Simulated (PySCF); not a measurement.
Compound: Zr(SH)4 (singlet state).
Bonds: Zr1–S2, Zr1–S4, Zr1–S6, Zr1–S8. Hydrogens: H3 on S2; H5 on S4; H7 on S6; H9 on S8.

Computed with PBE0-D3(BJ)/def2-SVP geometry optimisation, gas phase, def2 core potentials past Kr (PySCF 2.14.0).

Question: How far are the bound atoms from Zr1?

Answer: 4 atoms: S8 2.420 Å, S4 2.421 Å, S2 2.425 Å, S6 2.426 Å. The nearest atom not counted as bound is H3, at 2.74 Å (others tie with it).

Question: List the angles at Zr1.

Answer: 
```csv
angle,degrees,distance of the outer atoms (Å)
S2–Zr1–S4,110.6,3.98
S6–Zr1–S8,110.1,3.97
S2–Zr1–S8,109.8,3.96
S4–Zr1–S6,109.8,3.96
S2–Zr1–S6,109.4,3.96
S4–Zr1–S8,107.2,3.90
```

Question: What is the shape at Zr1?

Answer: Tetrahedral: angles from 107.2° to 110.6°; τ4 = (360° − α − β)/141° = 0.99 with α and β the two widest (0 for a square, 1 for a tetrahedron).

Question: What are the other bond lengths?

Answer: S2–H3 and 3 like bonds 1.358 Å.

Charge 0, singlet. PBE0-D3(BJ)/def2-SVP frequencies: not computed here.
